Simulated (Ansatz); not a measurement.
**Relaxing a trial structure of CH7BOSn**

The starting geometry of this gas-phase singlet was optimised with GFN2-xTB; its bonds are those of `CB[O][SnH3]`.

```
atom    x (Å)    y (Å)    z (Å)
   C  -0.6718   1.3007   1.8876
   B   0.6534   0.9492   1.0914
   O   0.9742  -0.2655   0.6757
  Sn   0.2784  -2.0997   0.7364
   H  -0.4361   1.7460   2.8516
   H  -1.2691   2.0308   1.3459
   H  -1.2931   0.4209   2.0665
   H   1.4275   1.7984   0.8244
   H   0.6396  -2.6860   2.2549
   H  -1.3626  -2.1354   0.4061
   H   1.1995  -2.7686  -0.4656
```

Task: Predict what it relaxes into with PBE-D3(BJ)/def2-SVP.

Result: It keeps its bonds, and is `CB[O][SnH3]`.

The energy falls by 0.25 eV over 20 steps:

```csv
step,E − E(last) (eV)
1,0.255
3,0.030
5,0.011
7,0.005
9,0.001
12,0.000
14,0.000
16,0.000
18,0.000
20,0.000
```

Final geometry (Å):

```xyz
11

C    -0.6056    1.1424    1.9500
B     0.6517    0.9907    1.0011
O     1.0957   -0.1643    0.4493
Sn    0.2447   -2.0082    0.7103
H    -0.2932    1.5949    2.9166
H    -1.3226    1.8680    1.5069
H    -1.1628    0.2075    2.1756
H     1.3109    1.9893    0.7151
H     0.3058   -2.3883    2.3924
H    -1.3663   -1.9407    0.0954
H     1.2817   -3.0002   -0.2379
```

Frequencies at the end are all real (lowest 82 cm⁻¹). Atoms past krypton carry core potentials, without spin–orbit terms. Run with Ansatz 0.2.0, 88 s on 2 threads of Intel(R) Xeon(R) Processor @ 2.50GHz (Skylake/Cascade Lake), with other jobs on the host.
